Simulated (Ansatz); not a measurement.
Z-matrix (Å, degrees):
```
C
Si 1 1.860
H 1 1.091 2 110.9
H 1 1.091 2 111.4 3 121.0
H 1 1.094 2 109.1 3 -119.6
S 2 2.163 1 113.3 3 -53.5
H 2 1.485 1 111.5 3 60.7
H 2 1.483 1 111.5 3 -176.8
Si 6 2.101 2 102.4 1 -53.1
Cl 9 2.047 6 112.2 2 -40.4
Cl 9 2.047 6 112.4 2 80.4
H 9 1.473 6 108.5 2 -160.6
```

Charge 0, multiplicity 1.

(1) List the PBE0/def2-TZVPP orbital energies in eV (the Gaussian-basis code of Ansatz). (Best estimate.)

Results:

(1) Computed: Occupied: -2767.76, -2767.66, -2422.49, -1805.06, -1803.27, -278.14, -259.62, -259.52, -217.88, -197.90, -197.80, -197.77, -197.76, -197.67, -197.66, -161.68, -161.63, -161.55, -147.13, -145.55, -101.83, -101.81, -101.75, -100.25, -100.18, -100.16, -23.91, -23.16, -20.75, -19.89, -15.33, -14.23, -12.22, -12.01, -11.82, -11.53, -11.21, -10.09, -10.00, -9.85, -9.60, -9.36, -9.25, -8.90, -7.83. Lowest empty: -0.30, -0.03, 0.33, 0.55, 1.15, 1.20, 1.80, 2.26.
